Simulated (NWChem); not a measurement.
System: ZrN₂H₆; SMILES [ZrH2]([NH2])[NH2]

NWChem input:

```
start job
memory heap 200 mb stack 900 mb global 1100 mb
geometry units angstroms noautoz
  Zr    -0.000304    -0.005894    -0.339679
  N      1.678855    -0.091656     0.764831
  H      2.552497    -0.489021     0.416665
  H      1.844884     0.252876     1.708815
  N     -1.679526     0.078448     0.764847
  H     -2.588810    -0.229014     0.416944
  H     -1.809867     0.438417     1.708675
  H     -0.066537    -1.314832    -1.687869
  H      0.084890     1.675421    -1.147197
end
basis spherical
  Zr library def2-svp
  N library def2-svp
  H library def2-svp
end
ecp
  Zr library def2-ecp
end
dft
  xc hfexch
  iterations 150
end
tddft
  nroots 8
  notriplet
end
task tddft energy
```

Output (shortened):

```
             Northwest Computational Chemistry Package (NWChem) 7.3.0
             --------------------------------------------------------

 CS  symmetry detected

                             Geometry "geometry" -> ""
                             -------------------------

 Output coordinates in angstroms (scale by  1.889725989 to convert to a.u.)

  No.       Tag          Charge          X              Y              Z
 ---- ---------------- ---------- -------------- -------------- --------------
    1 Zr                  40.0000    -0.31528930     0.00599649     0.00000000
    2 N                    7.0000     0.78840301    -0.03670950     1.68134309
    3 H                    1.0000     0.42720363    -0.37608523     2.57393867
    4 H                    1.0000     1.74503687     0.27984858     1.82972881
    5 N                    7.0000     0.78840301    -0.03670950    -1.68134309
    6 H                    1.0000     0.42720363    -0.37608523    -2.57393867
    7 H                    1.0000     1.74503687     0.27984858    -1.82972881
    8 H                    1.0000    -1.71233635    -1.25240778     0.00000000
    9 H                    1.0000    -1.05821467     1.71895456     0.00000000

 Effective nuclear repulsion energy (a.u.)     233.9716930565

      Symmetry information
      --------------------

 Group name             Cs
 Group number              2
 Group order               2
 No. of unique centers     6

 Summary of "ao basis" -> "ao basis" (spherical)
 ------------------------------------------------------------------------------
       Tag                 Description            Shells   Functions and Types
 ---------------- ------------------------------  ------  ---------------------
 Zr                         def2-svp                11       31   5s3p2d1f
 N                          def2-svp                 6       14   3s2p1d
 H                          def2-svp                 3        5   2s1p

      Symmetry analysis of basis
      --------------------------

        a'         53
        a"         36

            General Information
            -------------------
          SCF calculation type: DFT
          Wavefunction type:  closed shell.
          No. of atoms     :     9
          No. of electrons :    32
           Alpha electrons :    16
            Beta electrons :    16
          Charge           :     0
          Spin multiplicity:     1
          Use of symmetry is: off; symmetry adaption is: on
          Maximum number of iterations: 150
          AO basis - number of functions:    89
                     number of shells:    41
          Convergence on energy requested:  1.00D-06
          Convergence on density requested:  1.00D-05
          Convergence on gradient requested:  5.00D-04

              XC Information
              --------------
                     Hartree-Fock (Exact) Exchange  1.000

      Superposition of Atomic Density Guess
      -------------------------------------

 Sum of atomic energies:        -164.98352190

      Non-variational initial energy
      ------------------------------

 Total energy =    -158.580397
 1-e energy   =    -412.417420
 2-e energy   =     160.450550
 HOMO         =      -0.317774
 LUMO         =      -0.005297

      Symmetry analysis of molecular orbitals - initial
      -------------------------------------------------

  Numbering of irreducible representations:

     1 a'          2 a"

  Orbital symmetries:

     1 a'          2 a"          3 a'          4 a"          5 a'
     6 a'          7 a'          8 a"          9 a'         10 a"
    11 a'         12 a"         13 a'         14 a'         15 a"
    16 a'         17 a'         18 a'         19 a"         20 a'
    21 a"         22 a'         23 a"         24 a'         25 a'
    26 a'

   convergence    iter        energy       DeltaE   RMS-Dens  Diis-err
 ---------------- ----- ----------------- --------- --------- ---------
 d= 0,ls=0.0,diis     1   -158.7421638072 -2.52D+02  1.13D-02  9.46D-01
 d= 0,ls=0.0,diis     2   -158.8207429832 -7.86D-02  4.33D-03  3.88D-01
 d= 0,ls=0.0,diis     3   -158.8664578145 -4.57D-02  9.48D-04  5.65D-03
 d= 0,ls=0.0,diis     4   -158.8677586987 -1.30D-03  2.62D-04  1.90D-04
 d= 0,ls=0.0,diis     5   -158.8678319392 -7.32D-05  6.32D-05  1.12D-05
  Resetting Diis
 d= 0,ls=0.0,diis     6   -158.8678363673 -4.43D-06  1.64D-05  8.11D-07
 d= 0,ls=0.0,diis     7   -158.8678367302 -3.63D-07  4.07D-06  7.75D-08

         Total DFT energy =     -158.867836730237
      One electron energy =     -415.708684921663
           Coulomb energy =      184.132932795651
    Exchange-Corr. energy =      -20.678557832942
 Nuclear repulsion energy =       93.386473228718

 Numeric. integr. density =        0.000000000000

                  Occupations of the irreducible representations
                  ----------------------------------------------

                     irrep           alpha         beta
                     --------     --------     --------
                     a'               10.0         10.0
                     a"                6.0          6.0

                       DFT Final Molecular Orbital Analysis
                       ------------------------------------

 Vector   14  Occ=2.000000D+00  E=-4.082289D-01  Symmetry=a'
              MO Center= -5.1D-01, -1.4D-02, -2.0D-10, r^2= 4.1D+00
   Bfn.  Coefficient  Atom+Function         Bfn.  Coefficient  Atom+Function
  ----- ------------  ---------------      ----- ------------  ---------------
    80      0.236274  8 H  s                 85      0.232343  9 H  s
    17     -0.227707  1 Zr d  0               4      0.226101  1 Zr s
    36      0.211770  2 N  py                60      0.211770  5 N  py
     2     -0.207426  1 Zr s                 81      0.205914  8 H  s
    39     -0.191912  2 N  py                63     -0.191912  5 N  py

 Vector   15  Occ=2.000000D+00  E=-4.081301D-01  Symmetry=a"
              MO Center=  6.7D-01, -7.2D-03,  2.0D-10, r^2= 3.6D+00
   Bfn.  Coefficient  Atom+Function         Bfn.  Coefficient  Atom+Function
  ----- ------------  ---------------      ----- ------------  ---------------
    36      0.341852  2 N  py                60     -0.341852  5 N  py
    39     -0.310072  2 N  py                63      0.310072  5 N  py
    16     -0.188609  1 Zr d -1              35     -0.141688  2 N  px
    59      0.141688  5 N  px                38      0.128337  2 N  px
    62     -0.128337  5 N  px                21     -0.085059  1 Zr d -1

[...]

                                NWChem TDDFT Module
                                -------------------

            General Information
            -------------------
           No. of orbitals :     178
            Alpha orbitals :      89
             Beta orbitals :      89
        Alpha frozen cores :       0
         Beta frozen cores :       0
     Alpha frozen virtuals :       0
      Beta frozen virtuals :       0
         Spin multiplicity :       1
    Number of AO functions :      89
        Use of symmetry is : off
      Symmetry adaption is : on
         Schwarz screening :  0.10D-07

              XC Information
              --------------
              Hartree-Fock (Exact) Exchange   1.00

             TDDFT Information
             -----------------
          Calculation type : TDHF
         Wavefunction type : Restricted singlets
          No. of electrons :      32
           Alpha electrons :      16
            Beta electrons :      16
              No. of roots :       8
          Max subspacesize :    5600
            Max iterations :     100
               Target root :       1
           Target symmetry : none
      Symmetry restriction : off
                 Algorithm : Optimal
        Davidson threshold :  0.10D-03

    8 smallest eigenvalue differences (eV)
--------------------------------------------------------
  No. Spin  Occ  Vir  Irrep   E(Occ)    E(Vir)   E(Diff)
--------------------------------------------------------
    1    1   16   17 a'       -0.390     0.062    12.291
    2    1   16   18 a"       -0.390     0.068    12.465
    3    1   15   17 a"       -0.408     0.062    12.785
    4    1   14   17 a'       -0.408     0.062    12.788
    5    1   16   19 a'       -0.390     0.081    12.820
    6    1   16   20 a'       -0.390     0.085    12.919
    7    1   13   17 a'       -0.414     0.062    12.950
    8    1   15   18 a'       -0.408     0.068    12.959
--------------------------------------------------------

  Entering Davidson iterations
  Restricted singlet excited states

  Iter   NTrls   NConv    DeltaV     DeltaE      Time
  ----  ------  ------  ---------  ---------  ---------
    1      8       0     0.95E-01   0.10+100        1.7
    2     24       0     0.77E-01   0.49E-01        1.9
    3     40       0     0.50E-01   0.20E-01        1.9
    4     56       0     0.44E-01   0.53E-02        1.9
    5     72       0     0.42E-01   0.13E-01        1.9
    6     88       0     0.28E-01   0.35E-02        1.9
    7    104       1     0.26E-01   0.17E-02        1.9
    8    118       2     0.41E-01   0.30E-02        1.9
    9    130       2     0.30E-01   0.39E-02        1.8
   10    142       2     0.13E-01   0.99E-03        1.8
   11    154       4     0.61E-02   0.20E-03        1.8
   12    162       5     0.17E-02   0.27E-04        1.8
   13    168       6     0.49E-03   0.14E-05        1.7
   14    172       7     0.14E-03   0.12E-06        1.7
   15    174       8     0.63E-04   0.75E-08        1.6
  ----  ------  ------  ---------  ---------  ---------
  Convergence criterion met

  Ground state a'       -158.867836730237 a.u.

  ----------------------------------------------------------------------------
  Root   1 singlet a'             0.198498501 a.u.                5.4014 eV
  ----------------------------------------------------------------------------
     Transition Moments    X  0.13728   Y  0.03501   Z -0.00000
     Dipole Oscillator Strength                    0.0026560909
     Electric Quadrupole                           0.0000000791
     Magnetic Dipole                               0.0000091212
     Total Oscillator Strength                     0.0026652912

     Occ.   13  a'  ---  Virt.   17  a'   0.27610 X
     Occ.   13  a'  ---  Virt.   19  a'  -0.06137 X
     Occ.   13  a'  ---  Virt.   20  a'  -0.18609 X
     Occ.   13  a'  ---  Virt.   21  a'   0.18600 X
     Occ.   13  a'  ---  Virt.   23  a'  -0.05838 X
     Occ.   16  a'  ---  Virt.   17  a'  -0.62872 X
     Occ.   16  a'  ---  Virt.   20  a'   0.43834 X
     Occ.   16  a'  ---  Virt.   21  a'  -0.43526 X
     Occ.   16  a'  ---  Virt.   23  a'   0.17907 X
     Occ.   16  a'  ---  Virt.   26  a'  -0.05183 X
     Occ.   16  a'  ---  Virt.   33  a'   0.10999 X
  ----------------------------------------------------------------------------
  Root   2 singlet a'             0.235896744 a.u.                6.4191 eV
  ----------------------------------------------------------------------------
     Transition Moments    X  0.52386   Y -0.34121   Z -0.00000
     Dipole Oscillator Strength                    0.0614680323
     Electric Quadrupole                           0.0000007092
     Magnetic Dipole                               0.0000002549
     Total Oscillator Strength                     0.0614689964

     Occ.   13  a'  ---  Virt.   17  a'  -0.40448 X
     Occ.   13  a'  ---  Virt.   19  a'   0.22779 X
     Occ.   13  a'  ---  Virt.   20  a'   0.24797 X
     Occ.   13  a'  ---  Virt.   21  a'  -0.31939 X
     Occ.   13  a'  ---  Virt.   25  a'   0.06003 X
     Occ.   13  a'  ---  Virt.   26  a'  -0.05007 X
     Occ.   13  a'  ---  Virt.   33  a'   0.05615 X
     Occ.   14  a'  ---  Virt.   17  a'  -0.49100 X
     Occ.   14  a'  ---  Virt.   20  a'   0.33823 X
     Occ.   14  a'  ---  Virt.   21  a'  -0.34311 X
     Occ.   14  a'  ---  Virt.   23  a'   0.12908 X
     Occ.   14  a'  ---  Virt.   33  a'   0.08263 X
     Occ.   15  a"  ---  Virt.   18  a"   0.07113 X
     Occ.   15  a"  ---  Virt.   22  a"  -0.06805 X
     Occ.   16  a'  ---  Virt.   17  a'  -0.14564 X
     Occ.   16  a'  ---  Virt.   19  a'  -0.17454 X
     Occ.   16  a'  ---  Virt.   20  a'   0.07985 X
     Occ.   16  a'  ---  Virt.   21  a'  -0.08850 X
     Occ.   16  a'  ---  Virt.   23  a'   0.12181 X
     Occ.   16  a'  ---  Virt.   25  a'  -0.09678 X
  ----------------------------------------------------------------------------
  Root   3 singlet a"             0.242640566 a.u.                6.6026 eV
  ----------------------------------------------------------------------------
     Transition Moments    X  0.00000   Y -0.00000   Z  0.32874
     Dipole Oscillator Strength                    0.0174816505
     Electric Quadrupole                           0.0000004383
     Magnetic Dipole                               0.0000068833
     Total Oscillator Strength                     0.0174889721

     Occ.   13  a'  ---  Virt.   18  a"  -0.33234 X
     Occ.   13  a'  ---  Virt.   22  a"   0.36717 X
     Occ.   13  a'  ---  Virt.   24  a"  -0.15210 X
     Occ.   13  a'  ---  Virt.   34  a"   0.05211 X
     Occ.   14  a'  ---  Virt.   18  a"  -0.23570 X
     Occ.   14  a'  ---  Virt.   22  a"   0.23181 X
     Occ.   14  a'  ---  Virt.   24  a"  -0.08956 X
     Occ.   15  a"  ---  Virt.   17  a'   0.06801 X
     Occ.   15  a"  ---  Virt.   20  a'  -0.06595 X
     Occ.   16  a'  ---  Virt.   18  a"   0.53200 X
     Occ.   16  a'  ---  Virt.   22  a"  -0.49556 X
     Occ.   16  a'  ---  Virt.   24  a"   0.22849 X
     Occ.   16  a'  ---  Virt.   32  a"   0.06050 X
     Occ.   16  a'  ---  Virt.   34  a"  -0.07343 X
  ----------------------------------------------------------------------------
  Root   4 singlet a"             0.253811409 a.u.                6.9066 eV
  ----------------------------------------------------------------------------
     Transition Moments    X -0.00000   Y  0.00000   Z -0.26003
     Dipole Oscillator Strength                    0.0114412358
     Electric Quadrupole                           0.0000000466
     Magnetic Dipole                               0.0000058548
     Total Oscillator Strength                     0.0114471372

     Occ.   13  a'  ---  Virt.   18  a"  -0.21744 X
     Occ.   13  a'  ---  Virt.   22  a"   0.11755 X
     Occ.   13  a'  ---  Virt.   24  a"  -0.07015 X
     Occ.   13  a'  ---  Virt.   27  a"  -0.05596 X
     Occ.   14  a'  ---  Virt.   18  a"   0.20188 X
     Occ.   14  a'  ---  Virt.   22  a"   0.18871 X
     Occ.   14  a'  ---  Virt.   24  a"   0.17698 X
     Occ.   14  a'  ---  Virt.   27  a"   0.07274 X
     Occ.   15  a"  ---  Virt.   17  a'   0.28617 X
     Occ.   15  a"  ---  Virt.   19  a'  -0.32447 X
     Occ.   15  a"  ---  Virt.   20  a'  -0.09242 X
     Occ.   15  a"  ---  Virt.   21  a'   0.31547 X
     Occ.   15  a"  ---  Virt.   23  a'   0.16334 X
     Occ.   15  a"  ---  Virt.   26  a'   0.06858 X
     Occ.   16  a'  ---  Virt.   18  a"   0.13888 X
     Occ.   16  a'  ---  Virt.   22  a"   0.56186 X
     Occ.   16  a'  ---  Virt.   24  a"   0.36007 X
     Occ.   16  a'  ---  Virt.   29  a"   0.05370 X
     Occ.   16  a'  ---  Virt.   32  a"  -0.07870 X
  ----------------------------------------------------------------------------
  Root   5 singlet a"             0.257469395 a.u.                7.0061 eV
  ----------------------------------------------------------------------------
     Transition Moments    X  0.00000   Y  0.00000   Z  0.26201
     Dipole Oscillator Strength                    0.0117838264
     Electric Quadrupole                           0.0000003014
     Magnetic Dipole                               0.0000021517
     Total Oscillator Strength                     0.0117862796

[...]
```

Level: Hartree-Fock/def2-SVP with def2 effective core potentials on Zr, TDHF. All runs use the structure optimised with PBE0/def2-SVP. def2 effective core potentials on Zr; no spin-orbit coupling.
